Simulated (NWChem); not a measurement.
Species: C3H4N2O; SMILES CO/C=N/C#N

```xyz
10

C     -0.7977    -2.1175     0.0000
O      0.5378    -1.6261     0.0000
C      0.7091    -0.3301     0.0000
N     -0.2687     0.4938     0.0000
C     -0.0561     1.8043     0.0000
N      0.0402     2.9641     0.0000
H     -0.7170    -3.2100     0.0000
H     -1.3351    -1.7670     0.8928
H     -1.3351    -1.7670    -0.8928
H      1.7749    -0.0548     0.0000
```
Atoms are numbered in this order, from 1.

All runs: NWChem. Pople sets run with spherical d functions. Structure relaxed at the PBE0/def2-SVP level. Atomic charges in e: unrestrained fits to the electrostatic potential beside Mulliken populations; buried atoms are poorly determined by the fit.

### Question
Estimate the computed values for Hartree-Fock/6-31G*. Quantities: ESP C1; Mulliken C1; ESP O2; Mulliken O2; ESP C3; Mulliken C3; ESP N4; Mulliken N4; ESP C5; Mulliken C5; relative RMS misfit of the potential (%).

### Answer
```yaml
ESP C1: 0.24
Mulliken C1: -0.19
ESP O2: -0.44
Mulliken O2: -0.59
ESP C3: 0.67
Mulliken C3: 0.49
ESP N4: -0.56
Mulliken N4: -0.62
ESP C5: 0.55
Mulliken C5: 0.47
relative RMS misfit of the potential (%): 18
```
